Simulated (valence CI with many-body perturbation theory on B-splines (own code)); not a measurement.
# E1 transitions of V2+

Level of theory: configuration interaction combined with many-body perturbation theory (CI+MBPT): three valence electrons over a frozen Dirac-Fock core [Ar], radial functions for each j: 9 s, 9 p, 10 d, 8 f, 5 g, 3 h, 1 i, with the one-electron correlation potential Σ1, the two-electron term Σ2, the three-electron term Σ3, Breit, model QED; selected CI, second order for the rest, scaled by the run's own slope (own B-spline code, finite nucleus).

Set against measurement, 63 paired levels are off by 855 cm⁻¹ on average, the worst by 1608. These come from a selection out of Sugar and Corliss, J. Phys. Chem. Ref. Data 7, 1191 (1978). Levels without a partner in it may be off by more, other configurations by 1,000 to 8,000 cm⁻¹. 1 measured level below the end of the list, from 89458 cm⁻¹ on, found no clear computed partner, and computed levels of the same name lie up to 1940 cm⁻¹ from them.

Lines 51 to 100 of 264 in falling wavelength, among levels below 12.675 eV, chosen from the strongest by gf and those to the six lowest levels. Wavelengths and rates use the calculated energies, so an error of 900 cm⁻¹ moves a line at 2366 Å by 2.1 % and its rate by three times that or more. Electric multipoles are in the length gauge, E1 and E2 with the static RPA response of the core. Weak lines are less certain than strong ones. Lines between different terms over intervals too small for the method are left out, as are lines whose strength nearly cancels. Where a level lies close to another of its J and parity, the split of strength between their lines is uncertain. The highest levels of a list are the least certain.

Names give the largest LS component (configuration and term), which can be under half, so a name can repeat, a term be missing and a line seem to break the LS rules; names also repeat where a configuration has a term twice. Letters in brackets count levels of one name in rising energy.

```
λ vac (Å)  λ from measured levels              Upper           Lower   A (s⁻¹)  S (a.u.)
     2366                    2345  3d²4p ⁴D°_3/2 [b]    3d²4s ⁴P_1/2  8.69e+07  2.27e+00
     2361                    2338      3d²4p ⁴F°_3/2    3d²4s ⁴F_3/2  2.66e+08  6.91e+00
     2359                          3d²4p ⁴D°_5/2 [b]    3d²4s ⁴P_3/2  1.50e+08  5.81e+00
     2358                    2335      3d²4p ⁴F°_5/2    3d²4s ⁴F_5/2  2.16e+08  8.37e+00
     2357                    2334  3d²4p ²D°_3/2 [b]    3d²4s ⁴P_3/2  1.24e+08  3.21e+00
     2355                    2332      3d²4p ⁴F°_7/2    3d²4s ⁴F_7/2  2.42e+08  1.25e+01
     2354                    2332  3d²4p ²D°_5/2 [b]    3d²4s ⁴P_5/2  9.82e+07  3.80e+00
     2354                    2331      3d²4p ⁴F°_9/2    3d²4s ⁴F_9/2  3.09e+08  1.99e+01
     2350                    2327  3d²4p ²D°_3/2 [b]    3d²4s ⁴P_1/2  4.76e+07  1.22e+00
     2348                    2326      3d²4p ⁴F°_5/2    3d²4s ⁴F_3/2  6.32e+07  2.42e+00
     2347                    2330  3d²4p ⁴D°_3/2 [b]    3d²4s ²D_3/2  1.55e+08  3.96e+00
     2344                    2325  3d²4p ⁴D°_7/2 [b]    3d²4s ⁴P_5/2  3.28e+08  1.67e+01
     2342                    2320      3d²4p ⁴F°_7/2    3d²4s ⁴F_5/2  7.36e+07  3.73e+00
     2341                    2318  3d²4p ²D°_5/2 [b]    3d²4s ⁴P_3/2  7.57e+07  2.87e+00
     2337                    2315      3d²4p ⁴F°_9/2    3d²4s ⁴F_7/2  5.29e+07  3.34e+00
     2332                    2312  3d²4p ²D°_3/2 [b]    3d²4s ²D_3/2  1.44e+08  3.60e+00
     2329                          3d²4p ⁴D°_5/2 [b]    3d²4s ²D_5/2  1.44e+08  5.39e+00
     2315                    2296  3d²4p ²D°_5/2 [b]    3d²4s ²D_3/2  5.54e+07  2.04e+00
     2311                    2289  3d²4p ²F°_7/2 [a]    3d²4s ⁴F_9/2  2.06e+07  1.00e+00
     2311                    2291  3d²4p ²D°_5/2 [b]    3d²4s ²D_5/2  1.01e+08  3.70e+00
     2300                    2284  3d²4p ⁴D°_7/2 [b]    3d²4s ²D_5/2  1.85e+07  8.89e-01
     2269                    2250  3d²4p ²D°_3/2 [a]    3d²4s ⁴F_5/2  3.81e+07  8.78e-01
     2261                          3d²4p ²D°_5/2 [a]    3d²4s ⁴F_7/2  1.20e+08  4.12e+00
     2260                    2241  3d²4p ²D°_3/2 [a]    3d²4s ⁴F_3/2  4.23e+07  9.64e-01
     2252                    2234  3d²4p ⁴D°_7/2 [a]    3d²4s ⁴F_9/2  3.10e+08  1.40e+01
     2249                          3d²4p ²D°_5/2 [a]    3d²4s ⁴F_5/2  5.46e+07  1.84e+00
     2240                    2229      3d²4p ⁴P°_3/2    3d²4s ⁴P_5/2  1.38e+08  3.06e+00
     2237                    2219  3d²4p ⁴D°_1/2 [a]    3d²4s ⁴F_3/2  3.91e+08  4.33e+00
     2237                    2219  3d²4p ⁴D°_7/2 [a]    3d²4s ⁴F_7/2  5.03e+07  2.22e+00
     2236                    2218  3d²4p ⁴D°_3/2 [a]    3d²4s ⁴F_5/2  2.59e+08  5.71e+00
     2235                          3d²4p ⁴D°_5/2 [a]    3d²4s ⁴F_7/2  1.71e+08  5.64e+00
     2234                    2223      3d²4p ⁴P°_1/2    3d²4s ⁴P_3/2  2.97e+08  3.27e+00
     2228                    2210  3d²4p ⁴D°_3/2 [a]    3d²4s ⁴F_3/2  5.92e+07  1.29e+00
     2228                    2216      3d²4p ⁴P°_1/2    3d²4s ⁴P_1/2  6.84e+07  7.46e-01
     2227                    2216      3d²4p ⁴P°_3/2    3d²4s ⁴P_3/2  5.04e+07  1.10e+00
     2226                              3d²4p ⁴P°_5/2    3d²4s ⁴P_5/2  2.43e+08  7.93e+00
     2223                          3d²4p ⁴D°_5/2 [a]    3d²4s ⁴F_5/2  3.22e+07  1.05e+00
     2221                    2210      3d²4p ⁴P°_3/2    3d²4s ⁴P_1/2  1.78e+08  3.85e+00
     2213                              3d²4p ⁴P°_5/2    3d²4s ⁴P_3/2  1.24e+08  3.99e+00
     2200                    2192      3d²4p ⁴P°_3/2    3d²4s ²D_5/2  1.99e+07  4.17e-01
     2186                              3d²4p ⁴P°_5/2    3d²4s ²D_5/2  2.02e+07  6.25e-01
     2048                    2040  3d²4p ²F°_7/2 [b]    3d²4s ²F_7/2  2.94e+07  9.97e-01
     2047                    2038  3d²4p ²F°_5/2 [b]    3d²4s ²F_5/2  3.05e+07  7.75e-01
     1901                          3d²4p ²G°_9/2 [b]    3d²4s ²F_7/2  2.96e+07  1.01e+00
     1887                          3d²4p ²G°_7/2 [b]    3d²4s ²F_5/2  2.80e+07  7.43e-01
     1804                    1809  3d²4p ⁴D°_7/2 [b]    3d²4s ⁴F_9/2  1.41e+07  3.26e-01
     1711                    1666  3d²4p ²F°_5/2 [a]      3d³ ²F_5/2  3.79e+07  5.62e-01
     1695                    1650  3d²4p ²F°_7/2 [a]      3d³ ²F_7/2  4.15e+07  7.96e-01
     1444                    1418  3d²4p ²F°_5/2 [b]      3d³ ²F_5/2  3.65e+07  3.25e-01
     1436                    1398  3d²4p ²F°_5/2 [a]  3d³ ²D_3/2 [a]  3.13e+07  2.74e-01
```
